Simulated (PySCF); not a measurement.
Bond curve of RbP

Set-up: Rb x2c-TZVPPall, P x2c-TZVPPall; spin-free X2C with a Gaussian nucleus (PySCF 2.14). Energies in eV from Rb + P in their ground configurations at the same level. State: ³Σ⁻ (triplet), unpaired electrons π ↑↑.

All columns are PBE0. A positive dipole means Rb(−)P(+).

```csv
R (Å),E (eV),μ (D),Mulliken charge on Rb (basis-dependent),HOMO (eV),LUMO (eV),Mayer bond order,⟨S²⟩
2.709,-0.923,-7.97,0.56,-3.69,-1.40,0.81,2.01
2.835,-1.152,-8.46,0.56,-3.70,-1.28,0.80,2.01
2.961,-1.276,-8.89,0.56,-3.68,-1.26,0.80,2.01
3.055,-1.318,-9.19,0.55,-3.66,-1.31,0.81,2.02
3.150,-1.329,-9.47,0.53,-3.63,-1.36,0.82,2.02
3.244,-1.315,-9.72,0.52,-3.59,-1.41,0.83,2.02
3.370,-1.270,-10.00,0.49,-3.54,-1.48,0.85,2.03
3.528,-1.186,-10.28,0.47,-3.48,-1.55,0.86,2.05
3.717,-1.064,-10.44,0.44,-3.40,-1.63,0.85,2.08
3.969,-0.892,-10.31,0.40,-3.31,-1.72,0.81,2.16
```

A fit through these points gives, at Re = 3.139 Å, μ = -9.44 D and dμ/dR = -2.81 D/Å; the reduced mass is 22.7 u.

Task: How strong is the fundamental in the double-harmonic approximation, I = 42.26·(dμ/dR)²/μred km/mol?

Result: I = 42.26·(-2.81)²/22.7 = 14.7 km/mol at PBE0.

⟨S²⟩ of the unrestricted solution departs from its pure value on part of the curve, where spin states mix. Spin–orbit coupling is left out. The state was picked by a PBE0 search and need not be the measured ground state.
